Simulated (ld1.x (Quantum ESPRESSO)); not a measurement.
What one change does to a pseudopotential (Ti, ultrasoft)

titanium, ultrasoft, made with ld1.x (Quantum ESPRESSO) 7.5 (BLYP, scalar-relativistic). Core [Ar], reference 3d2 4s1.75 4p0.25. Waves: 4s (bound): rcut 2.20, rcutus 2.90 bohr; 4s channel at 0.05 Ry: rcut 2.20, rcutus 2.90 bohr; 4p (bound): rcut 3.00, rcutus 3.35 bohr; 4p channel at 1.35 Ry: rcut 3.00, rcutus 3.35 bohr; 3d (bound): rcut 1.70, rcutus 2.40 bohr; 3d channel at 3.2 Ry: rcut 1.70, rcutus 2.40 bohr. Local part: all-electron potential smoothed inside 1.95 bohr (lloc = -1). Core correction: a·sin(br)/r model core inside 1.30 bohr. Augmentation charge: PSQ, radius 1.30 bohr.

All-electron outer shells of the reference configuration (BLYP, scalar-relativistic, ld1.x):

| shell | level (eV) | outermost node (bohr) | outermost maximum (bohr) |
| --- | --- | --- | --- |
| 3s | -62.69 | 0.40 | 0.87 |
| 3p | -38.99 | 0.37 | 0.90 |
| 4s | -4.55 | 1.24 | 2.88 |
| 3d | -4.47 | – | 0.97 |
| 4p | -1.50 | 1.39 | 3.80 |

Change: functional PBE.

Cutoffs: the cutoffs (Ry, on a coarse ladder) from which the occupation-weighted sum of valence levels, in a spherical-Bessel basis at the reference potential, stays within 10 and 1 mRy of its value at 400 Ry; they do not see the model core or the augmentation charge, which bear on the density cutoff. Errors are all-electron minus pseudo energies relative to the spin-unpolarised reference configuration.

Problem. Predict the effect on cutoff, ghosts and configuration errors.

Solution. The potential gets neither clearly harder nor softer (15 Ry and 18 Ry → 15 Ry and 18 Ry); the number of tests that count goes from 7 to 5 (the test run of the changed file stopped, so its transferability is not established); of the 5 tests that both files solve, the error grows in 1 and shrinks in 0 by more than 15 % and 0.3 meV (median size 11.7 → 12.8 meV); the range in which the s phases agree widens (upper end 2.1 → at the end of the scan); neither file shows a bound ghost at the reference potential, the only one tested.

| quantity | base | changed |
| --- | --- | --- |
| cutoff, loose | 15 Ry | 15 Ry |
| cutoff, tight | 18 Ry | 18 Ry |
| bound ghosts | none | none |
| tests counted (converged, no solver errors) | 7 of 7 | 5 of 7 (the test run stopped) |
| error for 3d2 4s2 4p0, meV [ΔE -0.76 eV] | 0.0 | 0.0 |
| error for 3d2 4s1 4p0, meV [ΔE 6.53 → 6.59 eV] | -1.0 | -1.3 |
| error for 3d2 4s0 4p0, meV [ΔE 20.25 → 20.16 eV] | -12 | -13 |
| error for 3d1 4s0 4p0, meV [ΔE 47.19 → 47.11 eV] | -677 | -678 |
| error for 3d3 4s1 4p0, meV [ΔE 0.36 → 0.35 eV] | -69 | -78 |
| s: phases at 3.63 bohr within 0.05 rad from the reference energy up to (Ry; the scan ends near 5) | 2.1 | to the end of the scan |
| p: phases at 3.63 bohr within 0.05 rad from the reference energy up to (Ry; the scan ends near 5) | 2.4 | 2.4 |
| d: phases at 3.63 bohr within 0.05 rad from the reference energy up to (Ry; the scan ends near 5) | to the end of the scan | to the end of the scan |
| lowest overlap eigenvalue by channel | s 0.34, p 0.55, d 0.83 | s 0.34, p 0.56, d 0.83 |

Base: These tests converged, but a pseudo level misses the all-electron one widely, so the file describes the atom poorly there or has found another state: 3d1 4s0 4p0: empty 4s by 5.1 eV (a node warning on the way). Changed file: These tests converged, but a pseudo level misses the all-electron one widely, so the file describes the atom poorly there or has found another state: 3d1 4s0 4p0: empty 4s by 6.7 eV (a node warning on the way).
